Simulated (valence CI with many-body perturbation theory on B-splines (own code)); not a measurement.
In43+: electric-dipole lines

Computed by valence CI with perturbative core correlation (CI+MBPT): four valence electrons over a frozen Dirac-Fock core [He], a basis of 11 s, 11 p, 9 d, 7 f, 5 g, 2 h, 1 i functions for each j, with the one-electron correlation potential Σ1 (screened to all orders), the two-electron term Σ2, the three-electron term Σ3, Breit, model QED; selected single and double excitations, second order for the rest (own B-spline code, finite nucleus).

No measured spectrum was set against this ion. As an estimate, large intervals hold to a few tenths of a per cent, small ones and those within an open d or f shell to about a per cent. Among the levels kept, up to 260 cm⁻¹ of a level comes from second order outside the variational space, and about a tenth of that is noise between levels of different J, which matters for small intervals.

Lines 101 to 150 of 255 in falling wavelength, among levels below 37440 × 10³ cm⁻¹, chosen from the strongest by gf and those to the six lowest levels. Wavelengths and rates use the calculated energies. Electric multipoles are in the length gauge, E1 and E2 with the static RPA response of the core. Weak lines are less certain than strong ones. Lines between different terms over intervals too small for the method are left out, as are lines whose strength nearly cancels. The highest levels of a list are the least certain.

Levels are named by their leading jj configuration (3d3/2^4 stands for four electrons in 3d with j = 3/2), which in mixed levels can hold well under half, so a name can repeat and another be missing. Letters in brackets count levels of one name in rising energy.

```
λ vac (nm)                           Upper                       Lower   A (s⁻¹)  S (a.u.) with core polarisation  S without
    0.3270          (2s^2 2p1/2 3p3/2) J=1      (2s 2p1/2^2 2p3/2) J=2  6.31e+12                         3.27e-04   3.26e-04
    0.3268          (2p1/2^2 2p3/2 3s) J=1       (2p1/2^2 2p3/2^2) J=2  2.54e+13                         1.31e-03   1.31e-03
    0.3258     (2s 2p1/2 2p3/2 3s) J=2 [a]  (2s 2p1/2 2p3/2^2) J=2 [a]  1.31e+13                         1.12e-03   1.12e-03
    0.3256         (2s 2p1/2 2p3/2 3s) J=3      (2s 2p1/2 2p3/2^2) J=3  1.08e+13                         1.29e-03   1.28e-03
    0.3245             (2s^2 2p1/2 3s) J=1      (2s^2 2p1/2 2p3/2) J=2  2.59e+13                         1.31e-03   1.31e-03
    0.3244     (2s 2p1/2 2p3/2 3s) J=2 [b]      (2s 2p1/2 2p3/2^2) J=3  1.60e+13                         1.34e-03   1.34e-03
    0.3243             (2s 2p1/2^2 3s) J=1      (2s 2p1/2^2 2p3/2) J=2  2.18e+13                         1.10e-03   1.10e-03
    0.3239             (2s^2 2p3/2 3s) J=2          (2s^2 2p3/2^2) J=2  1.68e+13                         1.41e-03   1.41e-03
    0.3235             (2s^2 2p1/2 3s) J=0      (2s^2 2p1/2 2p3/2) J=1  3.27e+13                         5.46e-04   5.45e-04
    0.3234             (2s^2 2p3/2 3s) J=1          (2s^2 2p3/2^2) J=2  2.86e+13                         1.44e-03   1.43e-03
    0.3233             (2s^2 2p1/2 3s) J=1      (2s^2 2p1/2 2p3/2) J=1  5.19e+12                         2.60e-04   2.59e-04
    0.3156          (2s 2p1/2^2 3d3/2) J=1      (2s 2p1/2^2 2p3/2) J=1  2.51e+13                         1.17e-03   1.17e-03
    0.3156  (2s 2p1/2 2p3/2 3d5/2) J=2 [a]  (2s 2p1/2 2p3/2^2) J=1 [a]  3.25e+13                         2.52e-03   2.52e-03
    0.3146  (2s 2p1/2 2p3/2 3d5/2) J=1 [a]  (2s 2p1/2 2p3/2^2) J=1 [a]  2.42e+13                         1.11e-03   1.12e-03
    0.3145  (2s 2p1/2 2p3/2 3d5/2) J=2 [b]  (2s 2p1/2 2p3/2^2) J=1 [b]  1.56e+13                         1.19e-03   1.20e-03
    0.3141  (2s 2p1/2 2p3/2 3d5/2) J=2 [b]  (2s 2p1/2 2p3/2^2) J=2 [b]  2.11e+13                         1.61e-03   1.62e-03
    0.3140      (2s 2p1/2 2p3/2 3d5/2) J=3  (2s 2p1/2 2p3/2^2) J=2 [b]  1.46e+13                         1.56e-03   1.57e-03
    0.3138     (2s 2p1/2 2p3/2 3s) J=2 [a]      (2s 2p1/2^2 2p3/2) J=1  6.62e+11                         5.05e-05   5.05e-05
    0.3136  (2s 2p1/2 2p3/2 3d5/2) J=1 [a]      (2s 2p1/2 2p3/2^2) J=0  1.04e+14                         4.77e-03   4.77e-03
    0.3136  (2s 2p1/2 2p3/2 3d5/2) J=1 [b]  (2s 2p1/2 2p3/2^2) J=1 [b]  1.36e+14                         6.23e-03   6.23e-03
    0.3132      (2s 2p1/2 2p3/2 3d5/2) J=0  (2s 2p1/2 2p3/2^2) J=1 [b]  2.51e+14                         3.81e-03   3.81e-03
    0.3127  (2s 2p1/2 2p3/2 3d3/2) J=2 [c]  (2s 2p1/2 2p3/2^2) J=1 [b]  4.82e+13                         3.63e-03   3.64e-03
    0.3126  (2s 2p1/2 2p3/2 3d3/2) J=1 [c]  (2s 2p1/2 2p3/2^2) J=1 [b]  3.62e+13                         1.64e-03   1.64e-03
    0.3124          (2s 2p1/2^2 3d5/2) J=2      (2s 2p1/2^2 2p3/2) J=1  2.17e+14                         1.63e-02   1.63e-02
    0.3124  (2s 2p1/2 2p3/2 3d3/2) J=2 [c]  (2s 2p1/2 2p3/2^2) J=2 [b]  8.66e+13                         6.51e-03   6.52e-03
    0.3119  (2s 2p1/2 2p3/2 3d3/2) J=2 [a]  (2s 2p1/2 2p3/2^2) J=2 [a]  1.62e+13                         1.21e-03   1.21e-03
    0.3118  (2s 2p1/2 2p3/2 3d3/2) J=1 [a]  (2s 2p1/2 2p3/2^2) J=2 [a]  2.78e+13                         1.25e-03   1.25e-03
    0.3116  (2s 2p1/2 2p3/2 3d3/2) J=2 [c]  (2s 2p1/2 2p3/2^2) J=1 [a]  2.71e+13                         2.02e-03   2.03e-03
    0.3115  (2s 2p1/2 2p3/2 3d5/2) J=1 [b]      (2s 2p1/2 2p3/2^2) J=0  3.93e+13                         1.76e-03   1.76e-03
    0.3114          (2s^2 2p3/2 3p3/2) J=2      (2s 2p1/2^2 2p3/2) J=1  9.28e+11                         6.92e-05   6.94e-05
    0.3113  (2s 2p1/2 2p3/2 3d3/2) J=2 [b]      (2s 2p1/2 2p3/2^2) J=3  3.19e+13                         2.38e-03   2.38e-03
    0.3112          (2s 2p1/2^2 3d3/2) J=1      (2s 2p1/2^2 2p3/2) J=2  7.23e+12                         3.23e-04   3.23e-04
    0.3111  (2s 2p1/2 2p3/2 3d3/2) J=3 [c]      (2s 2p1/2 2p3/2^2) J=3  3.07e+13                         3.20e-03   3.20e-03
    0.3110          (2s^2 2p1/2 3d3/2) J=2      (2s^2 2p1/2 2p3/2) J=2  4.27e+13                         3.17e-03   3.17e-03
    0.3109          (2s 2p1/2^2 3d3/2) J=2      (2s 2p1/2^2 2p3/2) J=2  5.91e+13                         4.38e-03   4.39e-03
    0.3100     (2s 2p1/2 2p3/2 3s) J=2 [b]      (2s 2p1/2^2 2p3/2) J=1  2.29e+12                         1.68e-04   1.68e-04
    0.3099          (2s^2 2p1/2 3d3/2) J=2      (2s^2 2p1/2 2p3/2) J=1  3.96e+12                         2.91e-04   2.91e-04
    0.3099          (2s^2 2p1/2 3d3/2) J=1      (2s^2 2p1/2 2p3/2) J=2  5.64e+12                         2.48e-04   2.49e-04
    0.3098  (2s 2p1/2 2p3/2 3d5/2) J=2 [b]      (2s 2p1/2 2p3/2^2) J=3  4.32e+13                         3.17e-03   3.17e-03
    0.3098          (2s^2 2p3/2 3d3/2) J=2          (2s^2 2p3/2^2) J=2  2.52e+12                         1.85e-04   1.85e-04
    0.3097      (2s 2p1/2 2p3/2 3d5/2) J=3      (2s 2p1/2 2p3/2^2) J=3  1.63e+14                         1.67e-02   1.67e-02
    0.3097          (2s^2 2p3/2 3d3/2) J=3          (2s^2 2p3/2^2) J=2  1.92e+12                         1.97e-04   1.97e-04
    0.3096          (2s^2 2p3/2 3d5/2) J=1          (2s^2 2p3/2^2) J=0  2.87e+14                         1.26e-02   1.26e-02
    0.3096  (2s 2p1/2 2p3/2 3d5/2) J=2 [a]  (2s 2p1/2 2p3/2^2) J=2 [a]  1.48e+14                         1.08e-02   1.09e-02
    0.3095  (2s 2p1/2 2p3/2 3d3/2) J=3 [b]  (2s 2p1/2 2p3/2^2) J=2 [a]  1.20e+14                         1.23e-02   1.23e-02
    0.3095     (2s 2p1/2 2p3/2 3s) J=2 [a]      (2s 2p1/2^2 2p3/2) J=2  6.61e+12                         4.83e-04   4.81e-04
    0.3092  (2s 2p1/2 2p3/2 3d5/2) J=4 [b]      (2s 2p1/2 2p3/2^2) J=3  3.30e+14                         4.33e-02   4.34e-02
    0.3092          (2s 2p1/2^2 3d5/2) J=3      (2s 2p1/2^2 2p3/2) J=2  2.42e+14                         2.47e-02   2.48e-02
    0.3092          (2s^2 2p3/2 3d3/2) J=1          (2s^2 2p3/2^2) J=2  5.12e+13                         2.24e-03   2.25e-03
    0.3089          (2s^2 2p1/2 3d5/2) J=2      (2s^2 2p1/2 2p3/2) J=2  3.23e+13                         2.35e-03   2.35e-03
```
